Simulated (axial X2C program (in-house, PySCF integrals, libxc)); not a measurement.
Which molecule has these constants?

Calculated with an in-house all-electron X2C program for linear molecules (integrals from PySCF), spin-free (one-electron X2C) or two-component (2c: spin–orbit coupling with atomic mean-field Coulomb and Gaunt terms, which also bring small scalar terms), in Dyall basis sets with cores contracted in-house; open shells are unrestricted.

A two-component PBE0 calculation in a Dyall 3-zeta basis gave Re = 1.843 Å, ωe = 1105.8 cm⁻¹, De = 0.33 eV, Ω = 1/2.

Task: Which molecule is it?
A. BH⁺
B. AlH⁺
C. InH⁺
D. GaH⁺

Result: C. The others have BH⁺ 1.208 Å and 2531.4 cm⁻¹ (Ω = 1/2); GaH⁺ 1.666 Å and 1254.5 cm⁻¹ (Ω = 1/2); AlH⁺ 1.622 Å and 1649.7 cm⁻¹ (Ω = 1/2).

Each entry is the lowest single determinant of a limited PBE0 search at one distance. De goes to single-determinant-based atoms at the same level (for ions the charge split of lowest energy) and is withheld (n/a) where an atom does not fit its ground term or J level. Main or longest-lived isotopes.
